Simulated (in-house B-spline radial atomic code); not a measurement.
A fraction x of an electron is added to 5p in neutral iodine, starting from [Kr] 4d10 5s2 5p5 and keeping the highest spin. Computed with a B-spline radial code for spherical atoms: scalar-relativistic (X2C) PBE0, spin-polarised, spherical fractional occupations, Fermi nucleus of rms radius 4.75 fm.

Caution: exact exchange at fractional occupations of open shells leaves self-interaction of up to several eV.

| x | E(x) - E(0) (eV) | 5p down level (eV) |
| --- | --- | --- |
| 0 | 0.0000 | -7.177 |
| 0.1 | -0.6847 | -6.519 |
| 0.2 | -1.3041 | -5.870 |
| 0.3 | -1.8591 | -5.231 |
| 0.4 | ? | ? |
| 0.5 | -2.7796 | -3.982 |
| 0.6 | ? | ? |
| 0.7 | -3.4549 | -2.778 |
| 0.8 | -3.7035 | -2.196 |

(1) What belongs in the row x = 0.4?

(2) What belongs in the row x = 0.6?

(3) Check Janak's theorem between x = 0.1 and 0.2.

Results:

(1) An energy change of -2.3506 eV; 5p down at -4.601 eV.

(2) An energy change of -3.1474 eV; 5p down at -3.374 eV.

(3) The slope of the energy is -6.19 eV; the orbital levels give -6.19 eV (ε of the filling orbital, averaged over the two points).
